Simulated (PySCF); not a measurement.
**A ladder of Hamiltonians for F⁷⁺ (fluorine, charge +7)**

Occupied: 1s1/2. Hartree-Fock calculated with PySCF 2.14 in an even-tempered Gaussian basis (19 s from 0.24 bohr⁻², ratio 2.3; 12 p from 0.28 bohr⁻², ratio 2.3), Gaussian nucleus throughout. NR is non-relativistic, sf-X2C the spin-free one-electron X2C Hamiltonian, X2C adds the bare one-electron spin-orbit term, X2C-SNSO screens it by Boettger's factors, DC is four-component Dirac-Coulomb, and the Gaunt and Breit terms are added at first order (total energies over the DC spinors, levels after relaxing the spinors in that mean field). QED terms are absent. Levels marked empty are virtual spinors of this ion.

```csv
Hamiltonian,E (hartree)
NR,-75.4861
sf-X2C,-75.5607
X2C,-75.5607
X2C-SNSO,-75.5607
DC,-75.5651
DC+Gaunt,-75.5563
DC+Breit,-75.5563
```

```tsv
level (eV)	NR	sf-X2C	X2C	X2C-SNSO	DC	DC+Gaunt	DC+Breit
1s1/2	-953.53	-954.39	-954.39	-954.39	-954.50	-954.27	-954.27
2s1/2 (empty)	-184.85	-185.06	-185.06	-185.06	-185.07	-185.05	-185.05
2p1/2 (empty)	-170.87	-170.93	-171.04	-171.03	-171.02	-170.99	-170.99
2p3/2 (empty)	-170.87	-170.93	-170.88	-170.88	-170.89	-170.87	-170.88
3s1/2 (empty)	-79.112	-79.180	-79.180	-79.180	-79.182	-79.177	-79.177
```

Q: How large are the two-electron picture-change error of X2C and the Breit correction in the total energy?

A: X2C-1e lies 0.0044 hartree above Dirac-Coulomb; Gaunt adds 0.0087 and the full Breit term 0.0087 hartree.

```json
{"interval (eV)": "2p3/2 − 2p1/2", "X2C": "0.1659", "X2C-SNSO": "0.1474", "DC": "0.1345", "DC+Gaunt": "0.1188", "DC+Breit": "0.1188"}
```

Weight of the small component: 1s1/2 0.00101, 2s1/2 0.000185, 2p1/2 0.000177, 2p3/2 0.000177, 3s1/2 7.84e-05.

Koopmans' value for the highest occupied level at DC+Breit: 954.27 eV, against an ionisation energy of 953.90 eV (theoretical estimate listed by NIST; NIST Atomic Spectra Database, ionization energies); the former lacks relaxation, correlation, QED and recoil.

The whole ladder took 43 s of wall time on 1 thread of Neoverse-V1 (shared host), launched as `OMP_NUM_THREADS=1 python relrun2.py TASK.json OUT` (a driver that calls PySCF for each Hamiltonian).
